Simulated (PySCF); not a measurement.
How good is the calculation?

Bonds (- single, = double, # triple, : aromatic): O1=C2, C2-C3, C3=C4, C4-C5, C5:C6, C6:C7, C7:C8, C8:C9, C9:C10, C10:C5. C2 carries H11; C3 carries H12; C4 carries H13; C6 carries H14; C7 carries H15; C8 carries H16; C9 carries H17; C10 carries H18. Stereochemistry as in O=C/C=C/c1ccccc1.

Measured values that the calculation should reproduce: δ ¹⁷O O1 572.8 ppm (measured; solution, CH3CN, 313 K; J.-C. Zhuo, Molecules 4 (1999) 320).
δ ¹⁷O O1 569.2 ppm (measured; liquid, neat, 295 K; 17O NMR survey of organic solvents and oxofluorinated compounds, PMC5915748).

Equivalent nuclei averaged, gas phase, no relativistic terms, one computed conformer. Shielding tensors at PBE0/pcSseg-1 (GIAO); GFN2-xTB geometry; PySCF 2.14.

**Question.** How close does the calculation come?

**Answer.** 
Reference values: measured (solution, CH3CN, 313 K; J.-C. Zhuo, Molecules 4 (1999) 320).
| atoms | quantity | reference | computed | computed, scaled |
| --- | --- | --- | --- | --- |
| O1 | δ ¹⁷O vs H2O (external) | 572.8 | – | 598.9 |

Reference values: measured (liquid, neat, 295 K; 17O NMR survey of organic solvents and oxofluorinated compounds, PMC5915748).
| atoms | quantity | reference | computed | computed, scaled |
| --- | --- | --- | --- | --- |
| O1 | δ ¹⁷O vs D2O (external) | 569.2 | – | 598.9 |

Computed shifts are σ(ref) − σ with the named reference compound (TMS for H and C) calculated as an isolated molecule at the same level. The measured values may be among those fitted. Shieldings were converted by a linear fit to measured shifts: ¹⁷O: δ = 266.70 − 0.911σ (rms 10.7 ppm, 155 shifts, 12.2 ppm with the 3 outliers that the fit left out vs liquid water, solution or neat liquid). A few per cent of atoms miss by over 2 rms, more outside the fitted compound classes.
